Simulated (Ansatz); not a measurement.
Isolated molecules relaxed with PBE0-D4/def2-TZVP in Ansatz; ΔE leaves out vibrations. CCSD(T)/CBS adds triple-zeta CCSD(T) − MP2 to the extrapolated MP2 energy (def2 sets, frozen cores). This one scheme is used for every species. Functionals use def2-TZVPP. def2 core potentials past Kr. For Hf outer-core shells are correlated without core-valence functions, which leaves a few kJ/mol of doubt a bond. Each species was taken in one conformer, which may not be the lowest.

`CC(C)[NH][Hf]([F])([Cl])[Cl]` + H–F → `[F][Hf]([F])([Cl])[Cl]` + `CC(C)N`  (ligand exchange at the Hf–N bond)

```csv
level,ΔE (kcal/mol)
r2SCAN0-D4,-23.8
HF/def2-QZVPP,-29.4
```

Task: What does CCSD(T)/CBS give? (An estimate is asked.)

Result: The calculation gave: -21.1 kcal/mol. The listed levels differ from it by -2.7, -8.3 kcal/mol.

Largest T1 diagnostic among the species: 0.015.

At CCSD(T), def2-SVP lies −1.6 kcal/mol from the extrapolated value and def2-TZVPP +0.3 kcal/mol. From BLYP to BHLYP (50 % exact exchange), in def2-TZVPP and without D4, ΔE moves by +1.9 kcal/mol.
